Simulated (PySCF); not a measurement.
PySCF input (M06-2X/def2-TZVPD):

```python
from pyscf import gto, scf, dft

mol = gto.M(
    atom='''
    C     1.68957769   -1.01846461    0.20852227
    O     0.92997032    0.14367055    0.53707130
    C    -0.31388717    0.24085973   -0.01845277
    C    -1.29710699   -0.85549279    0.32063892
    F    -0.79755632    1.43887045    0.39631746
    F    -0.20215478    0.32902431   -1.39353573
    H     1.27287992   -1.91246484    0.67872735
    H     1.74621761   -1.15822264   -0.87188119
    H     2.68648429   -0.84084498    0.60281342
    H    -2.26485741   -0.60850466   -0.11106890
    H    -1.39007280   -0.93370737    1.40265434
    H    -0.96451544   -1.80808653   -0.08710151
    ''',
    basis='def2-tzvpd',
    charge=0,
    spin=0,
    verbose=4,
)

mf = dft.RKS(mol, xc='m062x').density_fit(auxbasis='def2-universal-jkfit')
mf.grids.level = 4
mf.conv_tol = 1e-9
mf.max_cycle = 100
mf.max_memory = 1500
mf.kernel()
if not mf.converged:
    mf = mf.newton()
    mf.kernel(mf.make_rdm1())
mf.analyze()
```

End of the output:

```
Extra cycle  E= -392.862221569194  delta_E= -2.27e-13  |g|= 1.35e-05  |ddm|= 2.37e-05
converged SCF energy = -392.862221569194
**** SCF Summaries ****
Total Energy =                        -392.862221569194446
Nuclear Repulsion Energy =             275.332966952640788
One-electron Energy =                -1086.890472013553563
Two-electron Energy =                  418.695283491718328
Two-electron Coulomb Energy =          466.629208338646663
DFT Exchange-Correlation Energy =      -47.933924846928349
HOMO-LUMO gap [eV] =                    10.591303443318678
**** MO energy ****
MO #1   energy= -25.2538018761559  occ= 2
MO #2   energy= -25.2495395405231  occ= 2
MO #3   energy= -19.6616767404831  occ= 2
MO #4   energy= -10.7569324871092  occ= 2
MO #5   energy= -10.6000997910124  occ= 2
MO #6   energy= -10.5527210578244  occ= 2
MO #7   energy= -1.40733848445162  occ= 2
MO #8   energy= -1.33981100111262  occ= 2
MO #9   energy= -1.19480639602211  occ= 2
MO #10  energy= -0.880591172616267 occ= 2
MO #11  energy= -0.826140712168005 occ= 2
MO #12  energy= -0.723973244802377 occ= 2
MO #13  energy= -0.655294553268656 occ= 2
MO #14  energy= -0.646140234703578 occ= 2
MO #15  energy= -0.616360140070654 occ= 2
MO #16  energy= -0.556481257630336 occ= 2
MO #17  energy= -0.546389815506056 occ= 2
MO #18  energy= -0.524196844257039 occ= 2
MO #19  energy= -0.513382707835136 occ= 2
MO #20  energy= -0.493805179681381 occ= 2
MO #21  energy= -0.488453818330203 occ= 2
MO #22  energy= -0.476683043031655 occ= 2
MO #23  energy= -0.464282381201876 occ= 2
MO #24  energy= -0.423333507475853 occ= 2
MO #25  energy= -0.380080386248672 occ= 2
MO #26  energy= 0.00914283948243265 occ= 0
MO #27  energy= 0.0304358536007941 occ= 0
MO #28  energy= 0.0421931463834055 occ= 0
MO #29  energy= 0.0481170076301133 occ= 0
MO #30  energy= 0.0711313886147698 occ= 0
MO #31  energy= 0.0737280861272733 occ= 0
MO #32  energy= 0.0820017370537099 occ= 0
MO #33  energy= 0.0872828689335466 occ= 0
MO #34  energy= 0.0907735475735409 occ= 0
MO #35  energy= 0.108136229566319  occ= 0
MO #36  energy= 0.119003547202953  occ= 0
MO #37  energy= 0.128762296335888  occ= 0
MO #38  energy= 0.139327962151293  occ= 0
MO #39  energy= 0.144161454359062  occ= 0
MO #40  energy= 0.156150362978371  occ= 0
MO #41  energy= 0.16268204185006   occ= 0
MO #42  energy= 0.17210978553894   occ= 0
MO #43  energy= 0.186011993441464  occ= 0
MO #44  energy= 0.195179718338359  occ= 0
MO #45  energy= 0.198932188201899  occ= 0
MO #46  energy= 0.209964556168589  occ= 0
MO #47  energy= 0.223785465290476  occ= 0
MO #48  energy= 0.228743610046967  occ= 0
MO #49  energy= 0.23421393424914   occ= 0
MO #50  energy= 0.243479678863951  occ= 0
MO #51  energy= 0.24482295370477   occ= 0
MO #52  energy= 0.258183295677833  occ= 0
MO #53  energy= 0.259351691038352  occ= 0
MO #54  energy= 0.264025463055158  occ= 0
MO #55  energy= 0.27304037400396   occ= 0
MO #56  energy= 0.277080580980628  occ= 0
MO #57  energy= 0.283587395453485  occ= 0
MO #58  energy= 0.292125816364643  occ= 0
MO #59  energy= 0.307730736741088  occ= 0
MO #60  energy= 0.313186383618605  occ= 0
MO #61  energy= 0.320527970036841  occ= 0
MO #62  energy= 0.324681480294796  occ= 0
MO #63  energy= 0.334869851727333  occ= 0
MO #64  energy= 0.340410299825664  occ= 0
MO #65  energy= 0.345979732603855  occ= 0
MO #66  energy= 0.352866571881773  occ= 0
MO #67  energy= 0.364491592345853  occ= 0
MO #68  energy= 0.3678466743035    occ= 0
MO #69  energy= 0.372536647140589  occ= 0
MO #70  energy= 0.38132980021211   occ= 0
MO #71  energy= 0.398889783628441  occ= 0
MO #72  energy= 0.40005371733165   occ= 0
MO #73  energy= 0.409477103319501  occ= 0
MO #74  energy= 0.414386795123505  occ= 0
MO #75  energy= 0.419954798407766  occ= 0
MO #76  energy= 0.427309573625735  occ= 0
MO #77  energy= 0.430260990560628  occ= 0
MO #78  energy= 0.449856703054407  occ= 0
MO #79  energy= 0.458021690458733  occ= 0
MO #80  energy= 0.462852963883053  occ= 0
MO #81  energy= 0.476044297105812  occ= 0
MO #82  energy= 0.484810729230986  occ= 0
MO #83  energy= 0.491103092353466  occ= 0
MO #84  energy= 0.5067040338636    occ= 0
MO #85  energy= 0.525144631826955  occ= 0
MO #86  energy= 0.542399627875851  occ= 0
MO #87  energy= 0.552303928494158  occ= 0
MO #88  energy= 0.563974714552899  occ= 0
MO #89  energy= 0.587922666802328  occ= 0
MO #90  energy= 0.598909370713932  occ= 0
MO #91  energy= 0.620007096613644  occ= 0
MO #92  energy= 0.627519390021492  occ= 0
MO #93  energy= 0.648718035473347  occ= 0
MO #94  energy= 0.655034466432611  occ= 0
MO #95  energy= 0.674136024962394  occ= 0
MO #96  energy= 0.685566620055364  occ= 0
MO #97  energy= 0.69364860220309   occ= 0
MO #98  energy= 0.700520142945796  occ= 0
MO #99  energy= 0.711642908036064  occ= 0
MO #100 energy= 0.714110334270557  occ= 0
MO #101 energy= 0.727353979348602  occ= 0
MO #102 energy= 0.732275123407575  occ= 0
MO #103 energy= 0.748525252721747  occ= 0
MO #104 energy= 0.75932593343815   occ= 0
MO #105 energy= 0.76900241459665   occ= 0
MO #106 energy= 0.774360884957081  occ= 0
MO #107 energy= 0.78401403427961   occ= 0
[...]
```
